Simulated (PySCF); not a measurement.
## C₆ coefficients of unlike pairs at PW91

Calculated with PySCF 2.14 from the dipole response of each species, C₆(A,B) = (3/π) ∫ α_A(iu) α_B(iu) du, in atomic units, from isotropic polarisabilities. For ions this is the dispersion term alone; charge-induced terms of lower order in 1/R come first.

| species | configuration | basis | relativity | α (bohr³) | C₆ (like pair) |
| --- | --- | --- | --- | --- | --- |
| S⁺ | [Ne] 3s2 3p3 (4S) | aug-cc-pwCVQZ (10s9p7d5f3g) | none | 11.02 | 54.29 |
| C | [He] 2s2 2p2 (3P) | def2-QZVPPD (8s4p4d2f1g) | none | 13.16 | 53.00 |
| P²⁺ | [Ne] 3s2 3p1 (2P) | aug-cc-pCVQZ-DK (10s9p7d5f3g) | spin-free X2C | 9.134 | 32.83 |
| Zn⁺ | [Ar] 3d10 4s1 (2S) | aug-cc-pwCVDZ-PP with ECP10MDF (6s6p5d3f) | core potential | 16.45 | 62.55 |

Estimate C₆ for P²⁺ with S⁺.

The integral gives 42.13. The combination rule 2 C_A C_B / (C_A α_B/α_A + C_B α_A/α_B) gives 42.13 and the geometric mean 42.22.

No spin-orbit coupling is included.

The other pairs:

```csv
pair,C₆
"Zn⁺, C",56.93
"P²⁺, C",41.51
"Zn⁺, S⁺",56.13
"Zn⁺, P²⁺",44.21
"C, S⁺",53.00
```
